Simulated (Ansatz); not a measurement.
Ansatz (a first-principles code) input:

Ansatz 0.2 input:
```yaml
crystal:
  periodic: [false, false, false]
  atoms:
    - {symbol: C, position_ang: [2.56405551, 0.00147510, -0.37073171]}
    - {symbol: C, position_ang: [1.28385864, -0.67189087, 0.04013884]}
    - {symbol: C, position_ang: [0.00680561, -0.10869235, -0.00436191]}
    - {symbol: C, position_ang: [-0.10158045, 1.41005293, -0.02715312]}
    - {symbol: C, position_ang: [-1.20294487, -0.80754604, -0.00223664]}
    - {symbol: C, position_ang: [-2.52489465, -0.19737255, 0.36477398]}
    - {symbol: H, position_ang: [3.42446742, -0.61489704, -0.08194315]}
    - {symbol: H, position_ang: [2.68814825, 0.18740015, -1.46378721]}
    - {symbol: H, position_ang: [2.72823080, 0.97824327, 0.10519388]}
    - {symbol: H, position_ang: [1.32794762, -1.76050373, 0.05825488]}
    - {symbol: H, position_ang: [-0.73744236, 1.75082282, -0.85139768]}
    - {symbol: H, position_ang: [0.86900588, 1.89344354, -0.13391623]}
    - {symbol: H, position_ang: [-0.55754326, 1.78597481, 0.89657033]}
    - {symbol: H, position_ang: [-1.14759530, -1.89245433, 0.07759667]}
    - {symbol: H, position_ang: [-2.73796500, 0.73520136, -0.17646169]}
    - {symbol: H, position_ang: [-2.66070318, 0.06184178, 1.44336034]}
    - {symbol: H, position_ang: [-3.34834960, -0.88122991, 0.12395321]}
basis:
  gaussian:
    orbitals: def2-TZVP
hamiltonian:
  xc: b3lyp
  dispersion: d3bj
total_charge: -1
phonons: {temperatures: {t_min: 298.15, t_max: 298.15, t_step: 100}}
```

Problem. Predict the final energy.

Solution. -235.32163 Eh (B3LYP-D3(BJ)/def2-TZVP). The basis has 252 functions.

It need not be the lowest isomer of its formula. Whether it binds its extra electron was not tested at this geometry.
